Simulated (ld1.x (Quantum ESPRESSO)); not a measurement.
PBEsol RRKJ dataset for antimony, scalar-relativistic all-electron reference.

ld1.x (Quantum ESPRESSO) 7.5 input, shortened:

```
&input
   title='Sb', zed=51., rel=1, dft='PBESOL', iswitch=3,
   config='[Kr] 4d10 5s2 5p3'
 /
 &inputp
   pseudotype=2, tm=.false., rho0=0.001, lloc=0,
   nlcc=.true., rcore=1.50
 /
3
5P  2  1   3.00   0.00  1.85  1.85  0.0
4D  3  2  10.00   0.00  1.65  1.65  0.0
5S  1  0   2.00   0.00  1.75  1.75  0.0
 &test
   configts(1)='4d10 5s2 5p3'
 /
```

All-electron outer shells of the reference configuration (PBEsol, scalar-relativistic, ld1.x):

```csv
shell,level (eV),outermost node (bohr),outermost maximum (bohr)
4s,-148.62,0.39,0.73
4p,-101.63,0.39,0.76
4d,-33.45,0.38,0.84
5s,-12.88,0.95,1.90
5p,-4.84,1.04,2.35
```

Calculated quality:

| Quantity | Value |
| --- | --- |
| Cutoffs needed | 70 Ry and 90 Ry (the cutoffs (Ry, on a coarse ladder) from which the occupation-weighted sum of valence levels, in a spherical-Bessel basis at the reference potential, stays within 10 and 1 mRy of its value at 400 Ry) |
| Ghost test | no extra level below or beside the all-electron valence levels (p, d, s, f tested) (spherical-Bessel basis up to 400 Ry, 20 bohr box) |
| Largest excitation error | -212 meV (all-electron minus pseudo) for 4d9 5s2 5p3, out of 7 test configurations |

Generation and tests took about 2.5 s on one core of a shared server CPU.
